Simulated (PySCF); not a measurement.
## SMILES CC(C)=C=C(C)Cl, C6H9Cl

Geometry (Å), atoms numbered from 1 in this order:
```xyz
16

C    -1.897    0.564   -1.152
C    -1.174    0.203    0.116
C    -1.922    0.409    1.404
C     0.052   -0.273    0.099
C     1.275   -0.739    0.085
C     2.540    0.056    0.146
Cl    1.538   -2.478   -0.015
H    -2.830   -0.018   -1.238
H    -2.184    1.629   -1.143
H    -1.284    0.374   -2.043
H    -2.225    1.464    1.510
H    -1.321    0.126    2.278
H    -2.848   -0.191    1.408
H     3.157   -0.135   -0.746
H     3.135   -0.235    1.026
H     2.316    1.129    0.204
```

Theory: quadratic response CAM-B3LYP/aug-cc-pVDZ first hyperpolarisability, Taylor convention, gas phase (PySCF). Geometry: PBE0-D3(BJ)/def2-SVP.

**Question.** Give the tensor of the static β(0;0,0) in the axes of these coordinates.

**Answer.** In au, Taylor convention; rows are the first index (the induced dipole):
```csv
,xx,yy,zz,xy,xz,yz
x,+17.0,+12.3,-13.7,+14.2,+1.1,+1.5
y,+14.2,-29.7,+0.9,+12.3,+1.5,-1.5
z,+1.1,-1.5,-0.3,+1.5,-13.7,+0.9
```
Norm of βᵢ = ⅓ Σⱼ (βᵢⱼⱼ + βⱼᵢⱼ + βⱼⱼᵢ): 21.4 au, hyper-Rayleigh value 17.4 au.
